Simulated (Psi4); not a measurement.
A dimer, CO ··· H3N (SMILES [C-]#[O+] and N); the first 2 atoms form monomer A.

```
6

C      0.5625     0.0000     0.0000
O     -0.5625     0.0000     0.0000
N      1.6217    -3.4945     0.6010
H      1.6719    -4.0207    -0.2638
H      0.8549    -3.8763     1.1427
H      2.4755    -3.6776     1.1157
```

Task: What interaction energy does SAPT0/jun-cc-pVDZ, frozen core in Psi4 give, and which attractive term is the largest?

Result: Total -0.65 kcal/mol: electrostatics -0.67, exchange 0.48, induction -0.18, dispersion -0.29. The most attractive term is electrostatics.
